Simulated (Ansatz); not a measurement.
Reactions of `CS[Si]SC`.

Isolated molecules relaxed with PBE0-D4/def2-TZVP in Ansatz; ΔE leaves out vibrations. CCSD(T)/CBS is the MP2 limit (def2-TZVPP, def2-QZVPP) plus CCSD(T) − MP2 in def2-TZVPP, frozen cores. This one scheme is used for every species. def2 core potentials past Kr. For In, Se outer-core shells are correlated without core-valence functions, which leaves a few kJ/mol of doubt a bond. Scalar relativity is left out up to krypton. Each species was taken in one conformer, which may not be the lowest.

Q: Order these by ΔE at CCSD(T)/CBS, lowest first. (An estimate is asked.)
A. `CS[Si]SC` + `OC(F)F` → `COC(F)F` + `CS[Si]S`
B. `CS[Si]SC` + `[OH][In]([F])[F]` → `CS[Si]O` + `C[S][In]([F])[F]`
C. `CS[Si]SC` + `CNCO` → `CS[Si]O` + `CNCSC`
D. `CS[Si]SC` + `N=C[SeH]` → `C[Se]C=N` + `CS[Si]S`

A: B (-118.9 kJ/mol), C (-80.0 kJ/mol), D (-37.1 kJ/mol), A (+17.6 kJ/mol).

Largest T1 diagnostic: 0.018, for `[OH][In]([F])[F]`.
